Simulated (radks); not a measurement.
Results of a calculation; reference values are marked as such.
Problem. Radial electron density D(r) = 4 pi r^2 rho(r) of an atom or ion with 12 electrons. Code: a radial shooting solver on a logarithmic mesh with Libxc functionals. Model: non-relativistic Kohn-Sham, LDA (Slater exchange, Perdew-Wang correlation), spin-polarised, spherical densities, point nucleus.

```
   r/bohr * D(r) (the largest magnitude, 15.7, reaches the edge; | marks zero)
 0.008237 |   *
  0.01047 |     *
  0.01321 |        *
  0.01679 |             *
  0.02134 |                  *
  0.02713 |                          *
  0.03421 |                                  *
  0.04349 |                                           *
  0.05529 |                                                  *
  0.06973 |                                                      *
  0.08864 |                                                     *
   0.1127 |                                               *
   0.1433 |                                       *
   0.1807 |                                 *
   0.2297 |                                   *
    0.292 |                                          *
   0.3682 |                                                *
   0.4681 |                                               *
    0.595 |                                    *
   0.7564 |                     *
    0.954 |          *
    1.213 |     *
    1.542 |    *
    1.944 |   *
    2.472 | *
    3.142 |*
    3.994 *
    5.037 *
    6.404 *
```

What is the nuclear charge?

Solution. Z = 14. The innermost maximum, from 1s, lies near 1/Z = 0.0714 bohr (found: 0.0755), and its height grows with Z. The density is that of the silicon ion Si2+ in [Ne] 3s2; the configuration itself is not fixed sharply by these data, and Z only to about a unit. D(r) has 2 maxima, at r = 0.0755, 0.405 bohr, and minima at 0.196 bohr, inside which lie 2.19 electrons.
